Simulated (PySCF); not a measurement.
# Potential energy of SbBr along the bond

Set-up: Sb def2-TZVPPD with ECP28, Br def2-TZVPPD; scalar-relativistic core potentials (PySCF 2.14). Energies in eV from Sb + Br in their ground configurations at the same level. State: ³Σ⁻ (triplet), unpaired electrons π ↑↑.

All columns are PBE0. A positive dipole means Sb(−)Br(+).

```
R (Å)  E (eV)  μ (D)  Mulliken charge on Sb (basis-dependent)  HOMO (eV)  LUMO (eV)  Mayer bond order  ⟨S²⟩
2.149  -1.711  -0.12                                     0.26      -5.77      -2.54              1.11  2.01
2.249  -2.360  -0.63                                     0.25      -5.95      -2.69              1.10  2.01
2.349  -2.702  -1.16                                     0.24      -6.13      -2.83              1.08  2.01
2.424  -2.817  -1.55                                     0.23      -6.26      -2.93              1.07  2.01
2.499  -2.844  -1.93                                     0.24      -6.39      -3.03              1.05  2.01
2.574  -2.806  -2.31                                     0.25      -6.51      -3.13              1.03  2.01
2.674  -2.684  -2.81                                     0.27      -6.66      -3.25              1.00  2.01
2.799  -2.458  -3.39                                     0.31      -6.83      -3.39              0.96  2.01
2.949  -2.131  -4.05                                     0.35      -7.00      -3.63              0.92  2.02
3.149  -1.673  -4.78                                     0.39      -7.17      -4.16              0.85  2.04
```

A fit through these points gives, at Re = 2.489 Å, μ = -1.88 D and dμ/dR = -5.13 D/Å; the reduced mass is 47.75 u.

Question: How strong is the fundamental in the double-harmonic approximation, I = 42.26·(dμ/dR)²/μred km/mol?

Answer: I = 42.26·(-5.13)²/47.75 = 23.3 km/mol at PBE0.

Spin–orbit coupling is left out, which matters for elements this heavy, above all for dissociation energies. The state was picked by a PBE0 search and need not be the measured ground state.
